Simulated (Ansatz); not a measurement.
System: sum formula SnH3Cl, charge 0, multiplicity 1. 
Coordinates optimised at B3LYP-D3(BJ)/def2-TZVP (Ansatz, a first-principles code):
```xyz
5

Cl     1.8000     0.1228    -0.0212
Sn    -0.5508    -0.0376     0.0065
H     -1.1323     1.4958    -0.4579
H     -0.9757    -0.4452     1.6060
H     -0.9521    -1.2594    -1.1121
```
Charge 0, spin multiplicity 1.

Quantity: atomisation energy (electronic, to ground-state atoms), in kcal/mol. Correlated levels leave the core frozen unless marked. UHF or UKS for open shells. No spin-orbit coupling. The frozen core is the preceding noble-gas configuration, with the filled d and f shells of earlier blocks. Past Kr the def2 sets carry scalar-relativistic core potentials. STO-3G rows are all-electron and non-relativistic. The coupled-cluster limit lacks core correlation, which all-electron functionals hold. Basis-set limits of correlation are two-point, X^-3; Hartree-Fock from the larger set.

| level | program | atomisation energy (kcal/mol) |
|---|---|---|
| PBE-D3(BJ)/def2-TZVPD | Ansatz + dftd3 | 270.6 |
| PBE-D4/def2-TZVPD | Ansatz + dftd4 | 270.6 |

Problem. What does CCSD(T)/CBS(def2-TZVPPD,def2-QZVPPD) (Ansatz) give?

Solution. 277.6 kcal/mol, so PBE-D4/def2-TZVPD differs from it by -7.0 kcal/mol.
